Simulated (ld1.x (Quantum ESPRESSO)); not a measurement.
## iron, ultrasoft: configuration errors across variants

| Property | Result |
| --- | --- |
| Element | Fe |
| Generator | ld1.x (Quantum ESPRESSO) 7.5 |
| Type | ultrasoft |
| Functional | PBE |
| Relativity | scalar-relativistic |
| Frozen core | [Ar] |
| Valence charge | 8 |
| Reference configuration | 3d6 4s0 4p0 (charge +2) |
| Partial waves | 4s (bound, empty): rcut 1.75, rcutus 1.90 bohr; 4s channel at 1.9 Ry: rcut 1.75, rcutus 1.90 bohr; 4p (bound, empty): rcut 2.45, rcutus 2.70 bohr; 4p channel at -0.55 Ry: rcut 2.45, rcutus 2.70 bohr; 3d (bound): rcut 0.90, rcutus 1.05 bohr; 3d channel at -0.35 Ry: rcut 0.90, rcutus 1.05 bohr |
| Local potential | all-electron potential smoothed inside 1.50 bohr (lloc = -1) |
| Core correction | Bessel-smoothed model core, default radius (core density twice the valence density) |
| Augmentation charge | built from norm-conserving waves at rcut, not smoothed further |

All-electron excitation energies from the reference (eV): (1) 3d5 4s0 4p0 34.223; (2) 3d6 4s0 4p1 -11.149; (3) 3d4 4s0 4p0 87.313; (4) 3d5 4s2 4p0 -10.726.

The overlap operator is not positive definite (basis up to 400 Ry) in “waves 4p (bound): rcut 2.45, rcutus 4.12 bohr; 4p channel at -0.55 Ry: rcut 2.45, rcutus 4.12 bohr”. Such files are unfit for use, however small their errors in these radial tests.

Tests that are not counted but printed errors over 1 eV. “base”: 3d6 4s2 4p0 (solver errors, printed error -588 eV); 3d6 4s1 4p0 (pseudo-atom not self-consistent, printed error +78.5 eV); 1 more. “waves 3d (bound): rcut 0.74, rcutus 0.78 bohr; 3d channel at -0.35 Ry: rcut 0.74, rcutus 0.78 bohr”: 3d6 4s2 4p0 (solver errors, printed error -590 eV); 3d6 4s1 4p0 (pseudo-atom not self-consistent, printed error -5.2 eV); 1 more. “waves 4p (bound): rcut 2.45, rcutus 4.12 bohr; 4p channel at -0.55 Ry: rcut 2.45, rcutus 4.12 bohr”: 3d6 4s2 4p0 (solver errors, printed error -588 eV); 3d6 4s1 4p1 (solver errors, printed error -571 eV); 1 more. “local potential all-electron potential smoothed inside 2.94 bohr (lloc = -1)”: 3d6 4s2 4p0 (solver errors, printed error -562 eV); 3d6 4s1 4p0 (solver errors, printed error -566 eV).

1 further variants failed, have other tests or too few solved ones, and are left out.

A true bound ghost makes a file unfit for plane-wave use even where its test errors are small: the radial tests pick states by their node count and pass the ghost by. Where a test does run into it, the solver fails or the error is huge.

Errors AE − PS in meV (a dash: test not solved or not reliable):

```tsv
change	(1)	(2)	(3)	(4)	bound ghosts
base	-290	-5.9	-1613	-396	s
waves 3d (bound): rcut 0.74, rcutus 0.78 bohr; 3d channel at -0.35 Ry: rcut 0.74, rcutus 0.78 bohr	-292	-5.9	-1627	-399	s
waves 4p (bound): rcut 2.45, rcutus 4.12 bohr; 4p channel at -0.55 Ry: rcut 2.45, rcutus 4.12 bohr	-290	+1.9	-1613	-396	s (p not tested, overlap not positive)
local potential all-electron potential smoothed inside 2.94 bohr (lloc = -1)	-309	-6.4	-1730	-401	none
type TM; waves now 4s (bound): rc 1.90 bohr; 4p (bound): rc 2.70 bohr; 3d (bound): rc 1.05 bohr; local potential the d channel	-300	-3.9	-1644	-426	s, p
```

Question: Give the same row for: wave 3d channel at -0.35 Ry: rcut 0.90, rcutus 1.05 bohr becomes 3d channel at -1.76 Ry: rcut 0.90, rcutus 1.05 bohr.

Answer: -287, -5.9, -1599, -393; bound ghosts: s. Not counted: 3d6 4s2 4p0 (solver errors, printed error -578 eV); 3d6 4s1 4p0 (pseudo-atom not self-consistent, printed error -10.5 eV); 1 more.
